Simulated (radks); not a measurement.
The bromine anion Br-, [Kr], held by a Watson sphere: a shell of charge +0.78 at radius R that stands for the Madelung well of a crystal (potential energy -0.78/R inside, -0.78/r outside, in hartree with lengths in bohr). All-electron calculation, scalar-relativistic Kohn-Sham, PBEsol, spin-unpolarised, spherical densities, point nucleus. Program: a radial shooting solver on a logarithmic mesh with Libxc functionals. Response by self-consistent Sternheimer equations with the Hartree and adiabatic LDA kernel, the relativistic mass of each level held fixed and spin-orbit coupling left out. The sphere does not respond.

| R (bohr) | e(3d) (eV) | e(4s) (eV) | e(4p) (eV) | <r> 4p (bohr) | sum of <r^2> (bohr^2) | X-ray form factor at sin(theta)/lambda = 0.3 1/angstrom | alpha (bohr^3) |
|---|---|---|---|---|---|---|---|
| 3 | -63.169 | -17.349 | -5.614 | 2.225 | 49.73 | 23.794 | 33.45 |
| 3.34 | -62.930 | -17.000 | -5.285 | 2.247 | 50.62 | 23.799 | 36.26 |
| 3.47 | -62.835 | -16.873 | -5.162 | 2.255 | 50.93 | 23.801 | 37.33 |
| 3.89 | -62.525 | -16.488 | -4.780 | 2.274 | 51.76 | 23.805 | 40.67 |
| 3.96 | -62.473 | -16.427 | -4.720 | 2.277 | 51.89 | 23.806 | 41.21 |
| 4.01 | -62.436 | -16.385 | -4.677 | 2.279 | 51.97 | 23.806 | 41.59 |
| 4.89 | -61.827 | -15.712 | -3.997 | 2.303 | 53.10 | 23.810 | 47.60 |
